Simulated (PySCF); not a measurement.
## Dy²⁸⁺ (dysprosium, charge +28) across methods

[Kr] 4d2, high-spin 3F determinant. All numbers are calculated (PySCF 2.14, no relativity, point nucleus, in an uncontracted even-tempered set (18 s from 2.2 bohr⁻², ratio 2.5; 12 p from 2.8 bohr⁻², ratio 2.5; 9 d from 2.8 bohr⁻², ratio 2.5; 4 f from 12 bohr⁻², ratio 2.7; 3 g from 17 bohr⁻², ratio 2.7)). The B2PLYP total includes its PT2 part (frozen core); its orbital energies are those of the SCF part.

```tsv
method	E (hartree)	mean ε 4p α (eV)	mean ε 4p β (eV)	mean ε 4d α (eV)	Σ⟨r²⟩ (bohr²)	⟨S²⟩
r2SCAN	-11259.13	-1117.1	-1111.2	-992.64	4.104	2.000
B2PLYP	-11258.93	-1129.2	-1120.9	-1003.2	4.104	2.001
UHF	-11257.24817	-1142.0	-1130.4	-1013.2	4.108	2.001
LDA	-11251.40	-1114.0	-1109.6	-990.94	4.102	2.000
r2SCANh	-11259.16	-1119.8	-1113.3	-994.83	4.104	2.000
PBE0	-11258.78	-1121.8	-1115.4	-997.26	4.101	2.000
PBE	-11258.56	-1114.4	-1109.7	-991.46	4.100	2.000
```

A non-relativistic calculation at this Z misses sizeable relativistic shifts. Spin-orbit coupling is strong in this species (close to jj coupling), so the high-spin LS determinant is a model state, not a physical level.
